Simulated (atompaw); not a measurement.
## Plane-wave convergence, PAW (atompaw) potential for lead

```
Element                 : lead
Generator               : atompaw 4.2.0.5
Type                    : PAW
Functional              : LDA (PW92)
Relativity              : non-relativistic
Frozen core             : [Xe] 4f14 5d10
Valence charge          : 4
Reference configuration : 6s2 6p0 (charge +2)
Partial waves           : 6s (bound): rc 2.00 bohr; 6s channel at 2.95 Ry: rc 2.00 bohr; 6p (bound, empty): rc 2.45 bohr; 6p channel at -0.6 Ry: rc 2.45 bohr; 6d channel at 0.4 Ry: rc 2.45 bohr; 6d channel at 1.65 Ry: rc 2.45 bohr
Local potential         : vpsmatchnc scheme with l = 3 at 0.5 Ry, radius 2.10 bohr
Core correction         : smooth core density matched at 2.00 bohr
Augmentation charge     : sinc compensation charge, radius 1.85 bohr; PAW radius 2.45 bohr; waves and projectors: custom polynom2 7 10 vanderbiltortho
```

The pseudo-atom Hamiltonian at the reference potential is diagonalised in spherical Bessel functions j_l(qr) that vanish at 20 bohr, with q² up to the cutoff. All-electron valence levels (Ry): 6s -1.7946, 6p -1.2743.

Question: How do the lowest levels (Ry) of each channel move with the cutoff, and are there ghosts?

Answer:

```
cutoff (Ry)      s #1     s #2     s #3     p #1     p #2     p #3     d #1     d #2     f #1     f #2  Σ f·Δε (mRy)
          8  -13.6576  -1.6830  -0.5922  -1.2697  -0.4696  -0.2459  -0.6251  -0.2861  -0.3263  -0.1845         223.1
         10  -21.7084  -1.7618  -0.6109  -1.2729  -0.4709  -0.2465  -0.6251  -0.2861  -0.3287  -0.1859          65.6
         12  -26.8433  -1.7865  -0.6168  -1.2740  -0.4715  -0.2467  -0.6261  -0.2862  -0.3307  -0.1872          16.2
         15  -28.8462  -1.7931  -0.6182  -1.2741  -0.4716  -0.2468  -0.6319  -0.2947  -0.3332  -0.1888           3.1
         18  -29.4421  -1.7946  -0.6185  -1.2742  -0.4716  -0.2468  -0.7554  -0.5921  -0.3347  -0.1897           0.1
         21  -29.4652  -1.7946  -0.6185  -1.2742  -0.4716  -0.2468  -0.9029  -0.6070  -0.3360  -0.1905           0.0
         25  -29.4669  -1.7946  -0.6185  -1.2744  -1.0924  -0.4716  -1.0092  -0.6111  -0.3376  -0.1915           0.0
        400  -29.5552  -1.7946  -0.6185  -3.0719  -1.2743  -0.4717  -1.2762  -0.6172  -0.3405  -0.1933           0.0
```

Result: ghost states, extra bound levels that the all-electron valence spectrum of the same l lacks: s at -402.1 eV, p at -41.8 eV, d at -17.4 eV (a true bound ghost makes a file unfit for plane-wave use); 10 mRy is reached at 15 Ry and 1 mRy at 18 Ry.
